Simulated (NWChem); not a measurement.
# C4H3F; SMILES C#C/C=C\F

Computed with NWChem. Structure relaxed at the PBE-D3(BJ)/def2-SVP level.

Predict the results for PBE/def2-SVP. Quantities: highest occupied level (eV); orbital gap (eV); dipole (D).


- highest occupied level (eV) = -5.80
- orbital gap (eV) = 4.04
- dipole (D) = 1.17
